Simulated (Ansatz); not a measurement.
Species: C$_{3}$H$_{9}$FGeO$_{3}$, SMILES `C[O][Ge]([F])([O]C)[O]C` (charge 0, multiplicity 1), formula C$_{3}$H$_{9}$FGeO$_{3}$.

Problem. How many basis functions does frozen-core CCSD(T)/cc-pVDZ // B3LYP-D3(BJ)/def2-SVP (Ansatz, a first-principles code) use, how many core orbitals are frozen, and how many electrons are correlated?

Solution. 170 basis functions and 16 frozen orbitals, which leaves 60 correlated electrons (filled d shells below the valence shell are correlated). Core time is of the order of minutes.
